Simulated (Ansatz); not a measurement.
System: sum formula SiH$_{2}$Br, net charge 0, doublet state. It need not be the lowest isomer of its formula. SMILES: [SiH2]Br
Coordinates optimised at B3LYP-D3(BJ)/def2-TZVP (Ansatz, an electronic-structure program):
```xyz
4

Si    -1.5150     0.0418     0.0402
Br     0.7195     0.0207    -0.0219
H     -2.0212    -0.7374    -1.1175
H     -1.9520    -0.5712     1.3197
```
Charge 0, spin multiplicity 2.

Parts of the frozen-core correlation energy in def2-SVP (Ansatz, hartree). Frozen orbitals: 19; correlated occupied orbitals by spin: 7 and 6; virtual: 34 and 35. Open shells are spin-unrestricted. Spin-orbit coupling is left out. Non-relativistic.

| term | value |
|---|---|
| reference (HF) | -2862.10779 |
| MP2 opposite-spin | … |
| MP2 same-spin | … |
| CCSD correlation | -0.23208 |
| (T) | … |
| T1 diagnostic | 0.013 |
| largest doubles amplitude | 0.036 |
| <S^2> of the reference | 0.754 |

Q: Fill in the missing entries.

A: 
- MP2 opposite-spin, value: -0.15665
- MP2 same-spin, value: -0.04594
- (T), value: -0.00554
